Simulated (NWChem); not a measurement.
Species: ZrNH$_{5}$; SMILES [NH2][ZrH3]

Program: NWChem. Medium grid unless said otherwise, to which SCAN and Minnesota functionals are sensitive. The geometry was optimised at PBE0/def2-SVP. def2 effective core potentials on Zr; no spin-orbit coupling.

For level PBE/def2-SVP:

* **highest occupied level (eV)**: -6.46
* **orbital gap (eV)**: 3.62
* **dipole (D)**: 2.54

### Question
How do the values read with level M05-2X/def2-SVP instead?

### Answer
The highest occupied level (eV) comes out as -9.13, the orbital gap (eV) is 8.29 and the dipole (D) comes out as 2.38.
